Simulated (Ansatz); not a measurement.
`BN([SiH3])[SiH3]` + H₂Te → `B[TeH]` + `[SiH3]N[SiH3]` at 600 K and 1 bar (ligand exchange at a B–N bond).

Calculated with Ansatz (gas phase, PBE0-D4/def2-TZVP geometries, no zero-point term in ΔE). CCSD(T)/CBS adds triple-zeta CCSD(T) − MP2 to the extrapolated MP2 energy (def2 sets, frozen cores). This one scheme is used for every species. def2 core potentials past Kr. For Te outer-core shells are correlated without core-valence functions, which leaves a few kJ/mol of doubt a bond.

```json
{"species": "`BN([SiH3])[SiH3]`", "CCSD(T)/CBS energy (Eh)": "-662.52490", "H − E (kJ/mol)": "273.2", "S (J/(mol·K))": "451.2"}
{"species": "H₂Te", "CCSD(T)/CBS energy (Eh)": "-268.91024", "H − E (kJ/mol)": "52.9", "S (J/(mol·K))": "255.0"}
{"species": "`B[TeH]`", "CCSD(T)/CBS energy (Eh)": "-294.31292", "H − E (kJ/mol)": "103.0", "S (J/(mol·K))": "312.8"}
{"species": "`[SiH3]N[SiH3]`", "CCSD(T)/CBS energy (Eh)": "-637.10515", "H − E (kJ/mol)": "230.1", "S (J/(mol·K))": "420.5"}
```

H − E and S are ideal-gas, rigid-rotor, harmonic terms from PBE0-D4/def2-TZVP. 1 Eh = 2625.50 kJ/mol, R = 8.31446 J/(mol·K).

Q: By hand: ΔE, ΔH, ΔS and ΔG.

A: ΔE = (-294.31292) + (-637.10515) − (-662.52490) − (-268.91024) = 0.01707 Eh = 44.8 kJ/mol. Δ(H − E) = 103.0 + 230.1 − 273.2 − 52.9 = 7.0, so ΔH = 51.8 kJ/mol. ΔS = 312.8 + 420.5 − 451.2 − 255.0 = 27.1 J/(mol·K). ΔG = 51.8 − 600 × (27.1)/1000 = 35.5 kJ/mol.

Q: By hand: the equilibrium constant, and the temperature at which ΔG would vanish if ΔH and ΔS stayed fixed.

A: log₁₀ K = −ΔG/(RT ln 10) = -3.1. ΔG = 0 at ΔH/ΔS = 1911 K.

ΔH outweighs TΔS. A doubt of 5 kJ/mol in ΔE shifts log₁₀ K by 0.4 here. Modes under 60 cm⁻¹, often nearly free rotors, make the harmonic entropy too high. These are equilibria of isolated gas molecules and say nothing of rates. Largest T1 diagnostic: 0.015 (customary marks: 0.02 for closed shells, 0.045 for open ones).
